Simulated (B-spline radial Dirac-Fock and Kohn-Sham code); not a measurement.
**What relativity does to the binding energies of Nd²¹⁺**

System: neodymium as Nd²¹⁺, configuration [Kr] 4d3.

Both columns are ΔSCF binding energies of the configuration average from an atomic code on a B-spline grid: non-relativistic Hartree-Fock with a point nucleus, and Dirac-Fock with a finite nucleus and the Coulomb interaction alone, averaged over the two j levels with weights 2j+1.

```tsv
shell	Hartree-Fock (eV)	Dirac-Fock (eV)	shift (eV)	shift (%)
1s	42095.4	44354.9	+2259.46	+5.37
2s	7188.1	7762.9	+574.80	+8.00
2p	6827.6	7006.8	+179.28	+2.63
3s	2039.5	2173.3	+133.82	+6.56
3p	1882.0	1928.1	+46.12	+2.45
3d	1592.0	1580.1	-11.88	-0.75
4s	812.5	849.6	+37.10	+4.57
4p	744.4	757.4	+12.95	+1.74
4d	637.3	635.1	-2.18	-0.34
```

Relativity binds 1s, 2s, 2p, 3s, 3p, 4s, 4p more strongly, among those listed most of all 2s in relative terms, and 3d, 4d more weakly, because the contracted s and p shells screen the nucleus better.

Values without a named source are computed, but for edge energies of neutral atoms, which are taken from tables.
